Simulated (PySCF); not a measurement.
Ar⁺: ionisation energy

Ar⁺ [Ne] 3s2 3p5 (2P) → Ar²⁺ [Ne] 3s2 3p4 (3P), as a difference of total energies. Computed with PySCF 2.14 in pcseg-2 (5s4p2d1f, 34 functions), with no relativity, point nucleus. Correlated levels: valence: [Ne] frozen. The calculations carry no spin-orbit coupling.

| method | ionisation energy (eV) | difference from reference (eV) |
| --- | --- | --- |
| UHF | 26.385 | -1.245 |
| TPSS | 27.629 | -0.001 |
| BP86 | 27.737 | +0.107 |
| MP2 (valence) | 27.316 | -0.314 |
| SCS-MP2 (valence) | 27.308 | -0.322 |
| CCSD (valence) | 27.287 | -0.343 |
| CCSD(T) (valence) | 27.312 | -0.318 |

Reference: 27.630 eV (measured; NIST Atomic Spectra Database, ionization energies).

The reference lies between the lowest fine-structure levels, while these numbers refer to the centres of the terms.

Errors of the correlated levels include the incompleteness of this basis and the frozen core.
